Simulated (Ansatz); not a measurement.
System: SnH$_{3}$, charge 1, singlet. SnH3+ (SMILES [SnH3+]).
B3LYP-D3(BJ)/def2-TZVP minimum from Ansatz (a program for electronic structure):
```
Sn
H 1 1.6913
H 1 1.6913 2 120.00
H 1 1.6913 2 120.00 3 180.00
```
Charge +1, spin multiplicity 1.

Total energies in def2-QZVPP, 6 correlated electrons, 9 frozen orbitals. Open shells are spin-unrestricted; no spin-orbit coupling. Correlated methods leave the cores frozen (noble-gas shells, and filled d and f shells in the p block). Past Kr the def2 sets carry scalar-relativistic core potentials. Spin-orbit terms, left out, reach several kcal/mol for Br and I, and more for heavier atoms. The spin of H3Sn+ ([SnH3+], singlet) was assumed, and the state is the lowest solution found for it.

```csv
method,program,energy (Eh),minus CCSDT(Q) (mEh)
HF,Ansatz,-214.78982,122.52
MP2,Ansatz,-214.88818,24.16
CCSD,Ansatz,-214.90970,2.65
CCSD(T),Ansatz,-214.91182,0.53
CCSDT(Q),Ansatz,-214.91235,0.00
```

Rough core times of Ansatz's runs on a shared machine: CCSD(T) under 20 s, CCSDT(Q) 4 min.
